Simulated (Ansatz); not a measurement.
Two structures of InH$_{2}$BrCl$_{2}$, singlet, reached by relaxing down either side of one saddle point (PBE0-D4/def2-TZVP). Energies are electronic, without zero-point energy. Program: Ansatz 0.2.0. Basis: def2-TZVPP and def2-QZVPP. Cores are frozen in the correlated methods. Filled d shells of the heavier atoms are correlated. Core potentials replace the inner electrons of the atoms past krypton. The def2 sets are not built for correlating such inner shells, so the correlated values are less sure here. Extrapolation: Hartree–Fock as exp(−7.88 √X), correlation as X^−2.97. First:

```tsv
atom	x (Å)	y (Å)	z (Å)
In1	-0.4679	-0.6996	-0.2051
Br2	0.2083	-1.7612	1.8795
Cl3	0.7292	-1.0463	-2.1373
Cl4	-2.4125	0.5220	-0.3195
H5	1.0750	1.3277	0.7126
H6	0.8678	1.6574	0.0699
```

Second:

```json
{"atom": "In1", "x (Å)": "-0.2984", "y (Å)": "0.3767", "z (Å)": "-0.8407"}
{"atom": "Br2", "x (Å)": "0.4971", "y (Å)": "-1.0255", "z (Å)": "1.7437"}
{"atom": "Cl3", "x (Å)": "0.4758", "y (Å)": "-1.3486", "z (Å)": "-2.1936"}
{"atom": "Cl4", "x (Å)": "-2.5776", "y (Å)": "0.1755", "z (Å)": "-0.4269"}
{"atom": "H5", "x (Å)": "1.3114", "y (Å)": "0.0341", "z (Å)": "2.2370"}
{"atom": "H6", "x (Å)": "0.5918", "y (Å)": "1.7878", "z (Å)": "-0.5195"}
```

(1) Which bonds change from the first to the second?

(2) Give the saddle point's structure and its height above each. (An estimate is asked for; the value comes from the calculation.)

No T1 diagnostic of these runs exceeds 0.012. The end structure is not quite a true minimum (one mode of 83i cm⁻¹).

## Answers

(1) InBrCl₂ ([Cl][In]([Cl])[Br]) + H₂ → InHCl₂ ([Cl][InH][Cl]) + HBr (still joined by a long In–Br bond); bonds formed: In1–H6, Br2–H5; bonds broken: H5–H6; bonds weakened to dative contacts: In1–Br2.

(2) Computed: 36.44 kcal/mol above the first and 16.90 kcal/mol above the second (CCSD(T) at an estimated basis limit (MP2 extrapolated from triple and quadruple zeta, plus CCSD(T) − MP2 in triple zeta)).
```csv
atom,x (Å),y (Å),z (Å)
In1,-0.3267,-0.0091,-0.5567
Br2,0.6223,-0.9372,1.8840
Cl3,0.6357,-1.2042,-2.2677
Cl4,-2.5828,0.4023,-0.4055
H5,0.8851,0.5001,1.0983
H6,0.7663,1.2482,0.2476
```

Labels in which every atom is bracketed show which atoms are joined, not bond orders.

For scale, one of the runs: CCSD(T)/def2-TZVPP, 210 basis functions, launched by `ansatz run in.yaml --threads 8 --pin off --events-out ev --progress --plain --max-ram 19148MiB`. Hardware: 8 CPU threads of an AMD EPYC 7R43, shared host. Wall time 29 s; peak host memory 2.1 GiB.
